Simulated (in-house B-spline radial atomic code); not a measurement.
The numbers below are computed, except where a source is named.
# Te in an electron gas of r_s = 1.8: phase shifts, screening and friction

A nucleus sits in a uniform electron gas with a rigid positive background. The Kohn-Sham equations are solved self-consistently in the spin-unpolarised LDA (PW92), non-relativistic, on B-splines with outgoing waves at the boundary and partial waves to l = 8. The model has no lattice, no bands and no magnetic solution. Atomic units; δ_l are the phase shifts at the Fermi level, counted so that each bound state adds π, and good to about 0.0005.

The density parameter is r_s = 1.8 bohr.

```csv
l,δ_l (rad)
0,13.1459
1,10.6553
2,6.8945
3,0.2405
4,0.0342
5,0.0073
6,0.0018
7,0.0005
8,0.0002
```

Bound levels below the band bottom (hartree): d -20.4, s -5.138, p -3.668, d -1.185, s -0.1867 and deeper ones.

Problem. Check the Friedel sum rule, and say where the screening charge sits.

Solution. k_F = (9π/4)^(1/3)/r_s = 1.06620. The rule is Z = (2/π) Σ (2l + 1) δ_l. The terms are s 8.369, p 20.350, d 21.946, f 1.072 and 0.269 beyond, in all 52.006 against Z = 52. Bound states hold 10 s, 18 p, 20 d electrons, so the scattering states carry 4.01 in all; where a term is smaller than its bound count, the bound level has drawn weight out of the band.

Problem. Find the transport cross section and the electronic stopping of a 2 keV Te ion (mass 127.6 u).

Solution. σ_tr = (4π/k_F²) Σ (l + 1) sin²(δ_l − δ_(l+1)). The terms for l = 0 to 3 are 0.3672, 0.6737, 0.3939, 0.1678, all together 1.6065, so σ_tr = 11.054 × 1.6065 = 17.759 bohr². With n = 3/(4π r_s³) = 0.04093, the friction coefficient is Q = n k_F σ_tr = 0.7751. For v well below v_F = 1.066, dE/dx = Q v; with 24801 eV per u at v = 1, v = √(2000/(24801 × 127.6)) = 0.0251, so dE/dx = 0.01949 hartree/bohr = 10 eV/nm. The largest term couples the p and d waves.
